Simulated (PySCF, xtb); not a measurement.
CH7ClOSi3, SMILES O[Si@H]1[SiH2]C[Si@@H]1Cl.

GFN2-xTB (xtb) at its own geometry gives an orbital gap of 3.44 eV and a dipole moment of 3.48 D.

Geometry optimised at B3LYP-D3(BJ)/def2-SVP. The structure was generated by enumeration; whether it is a known compound was not checked. The values are those of a single conformer.

### Question
What does PySCF with PBE0/def2-TZVP give? (The exact figures need the calculation; the answer reports its results.)

### Answer
gap 5.85 eV (levels -7.08 and -1.23 eV), dipole 2.31 D.
